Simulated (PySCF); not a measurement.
Excitations are Tamm–Dancoff values on a coarser integration grid. The basis has no diffuse functions, so Rydberg states are missing or too high.

Z-matrix (Å, degrees):
```
B
I 1 2.1106
I 1 2.1108 2 119.93
I 1 2.1109 2 120.01 3 -179.83
```
Charge 0, multiplicity 1.

### Question
Predict the T1 excitation (TDA), S1 excitation (TDA), LUMO, S1–T1 gap (TDA) and dipole moment from PySCF with ωB97X-D3(BJ)/def2-TZVP // PBE0-D3(BJ)/def2-TZVP.

### Answer

```
Property                Value
-------------------  --------
T1 excitation (TDA)   3.91 eV
S1 excitation (TDA)   4.04 eV
LUMO                 -0.55 eV
S1–T1 gap (TDA)       0.13 eV
dipole moment          0.00 D
```
